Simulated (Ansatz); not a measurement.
C$_{2}$H$_{5}$BClN, SMILES `B/N=C(/C)Cl`. Total charge 0; spin multiplicity 1. All single points use the PBE0-D4/def2-TZVP geometry.

```xyz
10

B    -0.883   -1.289   -1.462
N    -0.310   -0.647   -0.407
C     0.207   -0.128    0.578
C     0.591    1.302    0.740
Cl    0.573   -1.103    2.007
H    -2.076   -1.340   -1.526
H    -0.175   -1.763   -2.301
H     1.661    1.379    0.944
H     0.346    1.854   -0.166
H     0.064    1.734    1.593
```

Problem. What is the dipole moment at B3LYP/def2-TZVPP? (An estimate is asked.)

Solution. Computed: 2.20 D, with components (0.62, 2.07, 0.40) D in this frame, pointing from negative to positive charge.

Problem. And with PBE, r2SCAN, ωB97M-V? (An estimate is asked.)

Solution. Ansatz gave: PBE 2.20 D, r2SCAN 2.23 D, ωB97M-V 2.25 D.

Problem. Give the Mulliken charges with B3LYP, PBE, r2SCAN in def2-TZVPP. (Estimate.)

Solution. Ansatz gave: 
```json
{"atom": "B1", "B3LYP": "-0.19", "PBE": "-0.18", "r2SCAN": "-0.12"}
{"atom": "N2", "B3LYP": "0.06", "PBE": "0.12", "r2SCAN": "0.03"}
{"atom": "C3", "B3LYP": "0.09", "PBE": "0.04", "r2SCAN": "0.10"}
{"atom": "C4", "B3LYP": "-0.21", "PBE": "-0.21", "r2SCAN": "-0.10"}
{"atom": "Cl5", "B3LYP": "-0.11", "PBE": "-0.10", "r2SCAN": "-0.12"}
{"atom": "H6", "B3LYP": "0.02", "PBE": "0.01", "r2SCAN": "-0.01"}
{"atom": "H7", "B3LYP": "0.02", "PBE": "0.01", "r2SCAN": "-0.01"}
{"atom": "H8", "B3LYP": "0.11", "PBE": "0.11", "r2SCAN": "0.07"}
{"atom": "H9", "B3LYP": "0.10", "PBE": "0.10", "r2SCAN": "0.07"}
{"atom": "H10", "B3LYP": "0.11", "PBE": "0.11", "r2SCAN": "0.07"}
```

B3LYP here is the variant with VWN-RPA as its local correlation; programs differ in this.
